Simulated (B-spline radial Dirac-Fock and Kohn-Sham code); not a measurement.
Cl⁶⁺ 1s: cross section and angular parameters

System: chlorine as Cl⁶⁺, [Ne] 3s1; threshold 2922.7 eV (orbital energy of the model). Calculated with an atomic code on a B-spline grid, using Dirac-Hartree-Slater photoionisation with a Latter tail; cross sections with all multipoles, angular parameters from the dipole term and its interference with E2.

For linearly polarised light dσ/dΩ = σ/(4π) [1 + β P₂(cos θ) + (δ + γ cos²θ) sin θ cos φ], with θ from the polarisation vector and φ the angle between the beam and the projection of the electron momentum on the plane normal to the polarisation.

```
hν (eV)  σ (kb)      β      γ
   4270    31.6  2.000  0.641
   5260    18.2  2.000  0.935
 5414.7    16.8  2.000  0.975
   7110    7.98  2.000  1.346
   7980    5.78  2.000  1.506
   9610       ?      ?      ?
  15000   0.933  1.999  2.464
```

Problem. Give the values at 9610 eV.

Solution. σ = 3.41 kb, β = 2.000, γ = 1.773. For an s subshell δ is negligible.
